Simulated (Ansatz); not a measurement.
A run for Ansatz (a quantum-chemistry and plane-wave program): R-CCSD(T)/aug-cc-pVDZ on GeH4 (SMILES [GeH4]). The run froze 14 orbitals, filled d shells among them.

Ansatz 0.2 input:
```yaml
crystal:
  periodic: [false, false, false]
  atoms:
    - {symbol: Ge, position_ang: [-0.14772055, -0.20649147, 3.61925976]}
    - {symbol: H, position_ang: [-0.71401466, -1.18140315, 2.57327287]}
    - {symbol: H, position_ang: [-0.63432529, 1.21721957, 3.32638394]}
    - {symbol: H, position_ang: [1.38400874, -0.26663088, 3.61575781]}
    - {symbol: H, position_ang: [-0.66540046, -0.64111823, 5.00372238]}
basis:
  gaussian:
    orbitals: aug-cc-pVDZ
magnetization: {spin_polarized: false}
correlation: {method: ccsd_t, electrons: outside_noble_gas}
scf: {lower_state_search: off}
```

It printed:

```
Functional definition: HF
[...]
these checks for a lower state are left out or cut short: stability, starts, cluster_reference, orbital_swaps, neighbouring_geometries, increment
integrals: 0.05 GiB planned
742 factors; integrals over basis functions are off by at most 6.9e-4 eV
mean field: 0.15 GiB planned
mean field evaluation 1: about -56535.0388 eV, gradient 9.0e0 eV
mean field evaluation 2: about -56535.0558 eV, gradient 9.0e0 eV
mean field evaluation 4: about -56535.5676 eV, gradient 2.8e-1 eV
mean field evaluation 8: about -56535.5688 eV, gradient 5.8e-4 eV
mean field -56535.56879246 eV, -2077.6438319379 hartree, gradient 3.0e-6 eV, S^2 0.000000; 0 other end points of the search recorded, 0 dependent functions left out
14 core orbitals not correlated
reference -56535.56879246 eV, -2077.6438319379 hartree; 4, 4 occupied and 54, 54 virtual orbitals, 742 factors
second order -3.20546998 eV of doubles, -0.00000000 eV of singles
coupled cluster: 0.13 GiB planned
cycle   1  -3.81942792 eV  change   -6.1e-1 eV  update   5.6e-2
cycle   2  -4.03720671 eV  change   -2.2e-1 eV  update   1.9e-2
cycle   3  -4.04203580 eV  change   -4.8e-3 eV  update   4.0e-3
cycle   4  -4.04118728 eV  change    8.5e-4 eV  update   1.3e-3
cycle   5  -4.04098051 eV  change    2.1e-4 eV  update   3.7e-4
cycle   6  -4.04092994 eV  change    5.1e-5 eV  update   7.6e-5
cycle   7  -4.04093618 eV  change   -6.2e-6 eV  update   2.0e-5
cycle   8  -4.04094008 eV  change   -3.9e-6 eV  update   4.8e-6
perturbative correction -0.07624523 eV, -0.0028019605 hartree
Total energy: -56539.68597777 eV, -2077.7951357075 hartree
Checks for a lower state left out: stability, starts, cluster_reference, orbital_swaps, neighbouring_geometries, increment
```

The calculation finished and met its thresholds.

Cost: roughly 2.0 core-seconds.
